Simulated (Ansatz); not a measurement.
trans-NiH2(NH3)2 (NiN2H8) was relaxed with B3LYP-D4 (def2-SVP) in Ansatz in these states: charge +1 doublet, neutral singlet, neutral triplet. The geometries follow in no particular order.

A:

```xyz
11

Ni    0.001    0.001    0.003
H     0.295   -1.383    0.595
N    -1.810   -0.130    0.697
H    -2.383    0.699    0.517
H    -1.807   -0.292    1.710
H    -2.300   -0.937    0.293
H    -0.295    1.384   -0.593
N     1.811    0.131   -0.695
H     2.283    0.971   -0.342
H     1.804    0.231   -1.716
H     2.400   -0.674   -0.468
```

B:

```csv
atom,x (Å),y (Å),z (Å)
Ni1,-0.200,-0.030,0.117
H2,-0.051,-0.089,1.725
N3,-0.027,2.081,-0.034
H4,-0.103,2.490,-0.968
H5,0.752,2.530,0.453
H6,-0.878,2.336,0.472
H7,-1.521,-0.147,-0.806
N8,0.475,-2.014,-0.228
H9,0.523,-2.338,-1.197
H10,-0.299,-2.513,0.214
H11,1.329,-2.305,0.252
```

C:

| atom | x (Å) | y (Å) | z (Å) |
| --- | --- | --- | --- |
| Ni1 | 0.0014 | -0.0024 | -0.0013 |
| H2 | -1.1623 | -0.1362 | -1.0361 |
| N3 | -0.9649 | -1.1851 | 1.1637 |
| H4 | -0.4778 | -1.4058 | 2.0322 |
| H5 | -1.1722 | -2.0599 | 0.6769 |
| H6 | -1.8693 | -0.7697 | 1.3988 |
| H7 | 1.1617 | 0.1369 | 1.0366 |
| N8 | 0.9667 | 1.1821 | -1.1654 |
| H9 | 1.9010 | 0.8072 | -1.3431 |
| H10 | 1.1057 | 2.0823 | -0.7007 |
| H11 | 0.5100 | 1.3507 | -2.0617 |

Question: Judge from the bond lengths which geometry belongs to which state (an estimate).

Answer: A is the charge +1 doublet (Ni1–N3 1.944 Å, Ni1–N8 1.944 Å, Ni1–H7 1.534 Å); B is the neutral triplet (Ni1–N3 2.123 Å, Ni1–N8 2.123 Å, Ni1–H7 1.616 Å); C is the neutral singlet (Ni1–N3 1.921 Å, Ni1–N8 1.921 Å, Ni1–H7 1.563 Å).

The name describes the singlet; other states may take another shape.
